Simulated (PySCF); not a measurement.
**A ladder of Hamiltonians for Se³²⁺ (selenium, charge +32)**

Occupied: 1s1/2. Hartree-Fock calculated with PySCF 2.14 in an even-tempered Gaussian basis (16 s from 4 bohr⁻², ratio 2.7; 11 p from 4.8 bohr⁻², ratio 2.7), Gaussian nucleus throughout. NR is non-relativistic, sf-X2C the spin-free one-electron X2C Hamiltonian, X2C adds the bare one-electron spin-orbit term, X2C-SNSO screens it by Boettger's factors, DC is four-component Dirac-Coulomb, and the Gaunt and Breit terms are added at first order (total energies over the DC spinors, levels after relaxing the spinors in that mean field). QED terms are absent. Levels marked empty are virtual spinors of this ion.

```csv
Hamiltonian,E (hartree)
NR,-1134.8432
sf-X2C,-1152.4484
X2C,-1152.4484
X2C-SNSO,-1152.4484
DC,-1152.7025
DC+Gaunt,-1152.1842
DC+Breit,-1152.1842
```

```tsv
level (eV)	NR	sf-X2C	X2C	X2C-SNSO	DC	DC+Gaunt	DC+Breit
1s1/2	-15154.2	-15383.8	-15383.8	-15383.8	-15390.6	-15376.7	-15376.7
2s1/2 (empty)	-3570.3	-3638.0	-3638.0	-3638.0	-3638.6	-3637.1	-3637.3
2p1/2 (empty)	-3508.2	-3536.4	-3573.5	-3572.4	-3571.9	-3568.9	-3569.4
2p3/2 (empty)	-3508.2	-3536.4	-3518.8	-3519.3	-3519.8	-3518.2	-3518.7
3s1/2 (empty)	-1567.8	-1591.6	-1591.6	-1591.6	-1591.8	-1591.4	-1591.4
```

How large are the two-electron picture-change error of X2C and the Breit correction in the total energy?

X2C-1e lies 0.2542 hartree above Dirac-Coulomb; Gaunt adds 0.5183 and the full Breit term 0.5183 hartree.

```tsv
interval (eV)	X2C	X2C-SNSO	DC	DC+Gaunt	DC+Breit
2p3/2 − 2p1/2	54.74	53.10	52.11	50.68	50.68
```

Weight of the small component: 1s1/2 0.0153, 2s1/2 0.00358, 2p1/2 0.00355, 2p3/2 0.00350, 3s1/2 0.00157.

Koopmans' value for the highest occupied level at DC+Breit: 15376.7 eV, against an ionisation energy of 15367.5 eV (theoretical estimate listed by NIST; NIST Atomic Spectra Database, ionization energies); the former lacks relaxation, correlation, QED and recoil.

The whole ladder took 43 s of wall time on 1 thread of Neoverse-N1 (shared host), launched as `OMP_NUM_THREADS=1 python relrun2.py TASK.json OUT` (a driver that calls PySCF for each Hamiltonian).
